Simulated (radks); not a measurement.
Task: These are the eigenvalues of the occupied orbitals of an atom or ion with whole-number occupations (eV). Method: scalar-relativistic Kohn-Sham, BP86, spin-unpolarised, spherical densities, point nucleus; computed with a radial shooting solver on a logarithmic mesh with Libxc functionals.

orbital  eigenvalue
1s        -76148.20
2s        -13320.57
2p        -11570.92
3s        -3115.776
3p        -2604.243
3d        -2041.484
4s        -664.7765
4p        -497.0401
4d        -291.1393
5s         -98.1685
4f         -62.3619
5p         -54.8439
5d          -7.2783
6s          -6.5020

Which element is it, and in what charge state? The configuration may be excited.

Result: Z = 77, iridium, charge 0: Ir in [Xe] 4f14 5d7 6s2. The list shows which subshells hold electrons but not how many an open one holds; the 1s level, -2798.4 hartree, gives Z - s = 74.8 by -(Z - s)^2/2, which with screening and relativity narrows Z to a few neighbours, and the depths of the outer levels then fix element, charge and occupations together.
